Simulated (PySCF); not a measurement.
Nonlinear optical response: SMILES [SiH3]c1ccc2cccc-2cc1, C10H10Si

Geometry:
```json
{"atom": "Si1", "x (Å)": "3.670", "y (Å)": "0.193", "z (Å)": "-0.446"}
{"atom": "C2", "x (Å)": "1.790", "y (Å)": "0.131", "z (Å)": "-0.252"}
{"atom": "C3", "x (Å)": "1.283", "y (Å)": "-1.046", "z (Å)": "0.324"}
{"atom": "C4", "x (Å)": "-0.035", "y (Å)": "-1.413", "z (Å)": "0.594"}
{"atom": "C5", "x (Å)": "-1.211", "y (Å)": "-0.705", "z (Å)": "0.363"}
{"atom": "C6", "x (Å)": "-2.510", "y (Å)": "-1.139", "z (Å)": "0.662"}
{"atom": "C7", "x (Å)": "-3.413", "y (Å)": "-0.133", "z (Å)": "0.275"}
{"atom": "C8", "x (Å)": "-2.714", "y (Å)": "0.951", "z (Å)": "-0.273"}
{"atom": "C9", "x (Å)": "-1.341", "y (Å)": "0.652", "z (Å)": "-0.244"}
{"atom": "C10", "x (Å)": "-0.316", "y (Å)": "1.471", "z (Å)": "-0.697"}
{"atom": "C11", "x (Å)": "1.064", "y (Å)": "1.244", "z (Å)": "-0.701"}
{"atom": "H12", "x (Å)": "4.333", "y (Å)": "-0.054", "z (Å)": "0.872"}
{"atom": "H13", "x (Å)": "4.130", "y (Å)": "-0.869", "z (Å)": "-1.394"}
{"atom": "H14", "x (Å)": "4.081", "y (Å)": "1.530", "z (Å)": "-0.968"}
{"atom": "H15", "x (Å)": "2.026", "y (Å)": "-1.800", "z (Å)": "0.611"}
{"atom": "H16", "x (Å)": "-0.169", "y (Å)": "-2.399", "z (Å)": "1.053"}
{"atom": "H17", "x (Å)": "-2.764", "y (Å)": "-2.096", "z (Å)": "1.118"}
{"atom": "H18", "x (Å)": "-4.497", "y (Å)": "-0.189", "z (Å)": "0.385"}
{"atom": "H19", "x (Å)": "-3.148", "y (Å)": "1.873", "z (Å)": "-0.659"}
{"atom": "H20", "x (Å)": "-0.636", "y (Å)": "2.434", "z (Å)": "-1.110"}
{"atom": "H21", "x (Å)": "1.656", "y (Å)": "2.065", "z (Å)": "-1.119"}
```

Method: quadratic response CAM-B3LYP/def2-SVPD first hyperpolarisability, Taylor convention, gas phase in PySCF. Geometry: PBE0-D3(BJ)/def2-SVP.

Q: Give β for the processes computed.

A: In au, Taylor convention; the vector part is βᵢ = ⅓ Σⱼ (βᵢⱼⱼ + βⱼᵢⱼ + βⱼⱼᵢ); β∥ is 3/5 of the vector part along the dipole, the dipole points from − to +:
| process | λ (nm) | β vector norm | β∥ | β HRS | depolarisation ratio |
| --- | --- | --- | --- | --- | --- |
| static β(0;0,0) | ∞ | 700.4 | -419.4 | 285.5 | 5.28 |
| second harmonic β(−2ω;ω,ω) | 1907 | 761.5 | -455.9 | 309.8 | 5.44 |
| Pockels β(−ω;ω,0) | 1907 | 719.5 | -430.8 | – | – |
| Pockels β(−ω;ω,0) | 1064 | 766.6 | -459.0 | – | – |

Second harmonics within 0.3 eV of the first excitation or beyond it are left out.

Q: Which lowest excitations, dipole and polarisabilities go with it?

A: S1 2.31 eV (f = 0.008); S2 3.68 eV (f = 0.000); S3 4.72 eV (f = 0.072); dipole 0.39 D; isotropic α 162.0 au static, 163.2 au at 1907 nm, 166.1 au at 1064 nm, 167.2 au at 953.5 nm.
